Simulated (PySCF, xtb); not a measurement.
In(F)2(NCO) (CF₂InNO), SMILES C(=O)=[N][In]([F])[F].

GFN2-xTB run with xtb 6.7.1 at its own geometry gives an orbital gap of 2.28 eV and a dipole moment of 1.16 D.

Geometry optimised at r2SCAN-D4/def2-SVP. The structure was generated by enumeration; whether it is a known compound was not checked. The def2 effective core potentials stand for the cores of In; spin–orbit coupling is left out. The values are those of a single conformer.

Question: What does PySCF with B3LYP/def2-TZVP give? (Estimate from the structure and the level; the computed values follow.)

Answer: gap 5.34 eV (levels -8.99 and -3.65 eV), dipole 0.39 D.
